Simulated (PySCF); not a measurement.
# State search for SiSe⁺

Unrestricted PBE0; PySCF, no relativity, basis sets Si def2-TZVPPD, Se def2-TZVPPD. Outer shells of the fragments: Si+ 3s2 3p1; Se 3d10 4s2 4p4.

Followed along the bond (rough minima from three points):

```json
{"2Ms+1": "2", "unpaired": "π ↑", "⟨S²⟩ at the start": "0.76", "R at minimum (Å)": "2.21", "Te (eV)": "0.00"}
{"2Ms+1": "2", "unpaired": "σ ↑", "⟨S²⟩ at the start": "0.76", "R at minimum (Å)": "2.05", "Te (eV)": "0.19"}
{"2Ms+1": "4", "unpaired": "σ ↑, π ↑↑", "⟨S²⟩ at the start": "3.76", "R at minimum (Å)": "2.31", "Te (eV)": "2.44"}
```

Solutions found at the starting distance of 2.330 Å, counted from the lowest of them; the search is not exhaustive and high or unbound solutions are not listed, so other states can lie among these:

```json
{"2Ms+1": "2", "unpaired": "π ↑", "term": "²Π", "E (eV)": "0.00", "⟨S²⟩": "0.76", "⟨Lz²⟩": "1.02", "μ (D)": "-4.72"}
{"2Ms+1": "2", "unpaired": "σ ↑", "term": "²Σ⁺", "E (eV)": "0.74", "⟨S²⟩": "0.76", "⟨Lz²⟩": "0.00", "μ (D)": "-5.71"}
{"2Ms+1": "4", "unpaired": "σ ↑, π ↑↑", "term": "mixed", "E (eV)": "2.32", "⟨S²⟩": "3.76", "⟨Lz²⟩": "2.02", "μ (D)": "-3.94"}
{"2Ms+1": "4", "unpaired": "π ↑↑↑", "term": "⁴Π", "E (eV)": "2.36", "⟨S²⟩": "3.77", "⟨Lz²⟩": "1.01", "μ (D)": "-1.59"}
{"2Ms+1": "4", "unpaired": "σ ↑, π ↑↑", "term": "mixed", "E (eV)": "2.64", "⟨S²⟩": "3.76", "⟨Lz²⟩": "2.01", "μ (D)": "-4.16"}
{"2Ms+1": "2", "unpaired": "π ↑↑↓", "term": "mixed", "E (eV)": "2.78", "⟨S²⟩": "1.77", "⟨Lz²⟩": "3.03", "μ (D)": "-1.59"}
```

A term symbol is given only where ⟨S²⟩ and ⟨Lz²⟩ are close to those of a pure state; real π, δ and φ orbitals otherwise mix terms. A positive dipole points towards Se; it is taken about the centre of mass and depends on that origin.

Compare the gap between the two lowest followed solutions at the starting distance with the gap between their minima.

At PBE0 the second solution (doublet, unpaired electrons σ ↑) lies +0.74 eV from the first (doublet, unpaired electrons π ↑) at 2.330 Å and +0.19 eV at the minima; the two curves relax by different amounts, since their minima lie near 2.05 and 2.21 Å.

Spin–orbit coupling is left out. Counting both spins, an empty level lies below a filled one in some of these solutions, because spin and occupation are held.
